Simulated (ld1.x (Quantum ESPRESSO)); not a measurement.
**Ranking TM potentials for carbon**

All share these settings but for the change named:

- Element: carbon (C)
- Generator: ld1.x (Quantum ESPRESSO) 7.5
- Type: norm-conserving Troullier–Martins (Kleinman–Bylander form)
- Functional: LDA (PZ)
- Relativity: non-relativistic
- Frozen core: [He]
- Valence charge: 4
- Reference configuration: 2s2 2p0 (charge +2)
- Partial waves: 2s (bound): rc 0.85 bohr; 2p (bound, empty): rc 2.55 bohr
- Local potential: all-electron potential smoothed inside 2.00 bohr (lloc = -2)
- Core correction: none

Cutoff: the first of the cutoffs (Ry, on a coarse ladder) from which the occupation-weighted sum of valence levels, in a spherical-Bessel basis at the reference potential, stays within 10 and 1 mRy of its value at 400 Ry; the density cutoff is not measured.

The base gives 90 Ry.

Of 7 variants that were run, those that failed, showed a ghost or another fault, or gave nearly equal values are left out.

A variant can come out equal or close to the base.

Task: Rank these variants from softest to hardest (loose cutoff).
A. wave 2s (bound): rc 0.85 bohr becomes 2s (bound): rc 0.82 bohr
B. wave 2s (bound): rc 0.85 bohr becomes 2s (bound): rc 0.68 bohr
C. wave 2s (bound): rc 0.85 bohr becomes 2s (bound): rc 1.14 bohr
D. wave 2s (bound): rc 0.85 bohr becomes 2s (bound): rc 1.24 bohr

Result: D (35 Ry), C (40 Ry), A (90 Ry), B (180 Ry).
